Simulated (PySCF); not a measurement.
# Orbital energies, ionisation energy and electron affinity

Species: CH6BrGe2NSi.
Geometry (PBE0-D3(BJ)/def2-SVP, Å), atoms numbered from 1 in this order:
```
atom  x, y, z in Å
N1    -2.1350    2.3627   -0.7655
C2    -1.9887    1.2200   -0.6264
Si3   -1.6421   -0.5938   -0.4196
Br4   -2.2153   -1.1334    1.6616
Ge5    0.7019   -0.8986   -0.6725
Ge6    1.7677    0.5892    0.9194
H7    -2.5415   -1.3142   -1.3596
H8     1.0845   -0.5576   -2.1247
H9     1.0110   -2.3798   -0.3920
H10    1.3237    0.2061    2.3395
H11    1.3374    2.0308    0.6077
H12    3.2967    0.4665    0.8053
```

Level: CAM-B3LYP/def2-SVPD (PySCF). Frontier orbitals with their largest atomic shares (Löwdin; up to four atoms above 4 %):

```
orbital  ε (eV)                             main atoms
 HOMO−3  -10.86  Br4 37 %, N1 10 %, Si3 10 %, Ge5 10 %
 HOMO−2  -10.30                      Br4 81 %, Si3 8 %
 HOMO−1  -10.08   Br4 27 %, Ge5 26 %, Ge6 19 %, H8 8 %
   HOMO   -9.44                                      ?
   LUMO   -0.54   Si3 26 %, Br4 24 %, C2 16 %, N1 14 %
 LUMO+1    0.09   Ge5 20 %, Si3 17 %, C2 15 %, N1 14 %
 LUMO+2    0.21   Si3 22 %, Ge6 18 %, Ge5 15 %, H7 9 %
```

Problem. What vertical ionisation energy does ΔSCF give, and how far is −ε(HOMO) from it?

Solution. ΔSCF: 10.09 eV (974 kJ/mol; threshold wavelength 123 nm); ⟨S²⟩ of the doublet left behind is 0.759, against 0.75 for a pure doublet. −ε(HOMO) is 9.44 eV, 0.65 eV below it. In exact Kohn–Sham theory the two would be equal; CAM-B3LYP (range-separated hybrid) falls short of its own ΔSCF value by 6 %.

Problem. On which atoms does the HOMO lie?

Solution. Ge5 (germanium bonded to Ge, Si and 2 H) 25 %, Br4 (bromine bonded to Si) 22 %, Si3 (SiH silicon) 18 %, Ge6 (germanium bonded to Ge and 3 H) 15 %, so no atom holds as much as 40 %. The HOMO−1 lies 0.64 eV lower.

Problem. And the vertical electron affinity, the fundamental gap, Mulliken's electronegativity and the hardness (with the factor ½)?

Solution. EA = -0.01 eV by ΔSCF (−ε(LUMO) = 0.54 eV); a negative value means that the added electron isn't bound at this geometry and level, and the number then depends on the basis. IE − EA = 10.10 eV against an orbital gap of 8.90 eV; (IE + EA)/2 = 5.04 eV; (IE − EA)/2 = 5.05 eV. Parr's electrophilicity index (IE + EA)²/[8(IE − EA)] is 1.26 eV.

Problem. The lowest singlet excitation (vertical TDDFT, same level) lies at 5.71 eV. How far is it below IE − EA?

Solution. IE − EA = 10.10 eV, so by 4.39 eV.

Problem. What total energies stand behind the ΔSCF value?

Solution. E(N) = -7113.49479 Eh and E(N − 1) = -7113.12400 Eh at the same geometry, 0.37079 Eh apart. With one more electron, E(N + 1) = -7113.49429 Eh.

The structure is a single PBE0-D3(BJ)/def2-SVP conformer in the gas phase; no vibrational or solvent corrections. The calculation is non-relativistic, for germanium and bromine too.
